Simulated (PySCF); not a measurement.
These 4 structures share the formula C5H6F2O. Method used: PBE0-D3(BJ)/def2-SVP geometry optimisation, gas phase in PySCF. One conformer each; no zero-point energy, no entropy. No frequencies were run at this level. Point groups hold within 0.08 Å.

Question: Rank from lowest to highest electronic energy at this level (kcal/mol).
A. `[F:1][CH2:2][C:3]1=[C:4]([CH2:5][F:6])[O:7][CH2:8]1` with F1–C2–C3–C4 -108°, C3–C4–C5–F6 0°
B. `[CH3:1][C@@H:2]1[CH2:3][C@@:4]1([F:5])[C:6](=[O:7])[F:8]` with C3–C4–C6–O7 -146°
C. `[CH2:1]=[CH:2]/[CH:3]=[CH:4]\[O:5][CH:6]([F:7])[F:8]` with C1–C2–C3–C4 179°, C3–C4–O5–C6 165°, C4–O5–C6–F7 166°
D. `[F:1][CH2:2][C:3]1=[CH:4][CH2:5][O:6][C@H:7]1[F:8]` with F1–C2–C3–C4 3°

Answer: B (0.0), D (11.2), C (19.3), A (42.7).

As drawn, the lowest has a three-membered ring and a C=O bond, which the highest lacks; the highest has a four-membered ring and a C=C bond outside aromatic rings, which the lowest lacks.

```csv
SMILES,E (Eh),E rel (kcal/mol),dipole (D),point group,"A, B, C (MHz)"
C[C@@H]1C[C@@]1(F)C(=O)F,-468.19747,0.0,3.58,C1,"3424, 1629, 1340"
FCC1=CCO[C@H]1F,-468.17969,11.2,1.39,C1,"3477, 1575, 1173"
C=C/C=C\OC(F)F,-468.16667,19.3,2.17,C1,"5493, 861.3, 817.5"
FCC1=C(CF)OC1,-468.12941,42.7,1.87,C1,"2445, 1706, 1075"
```
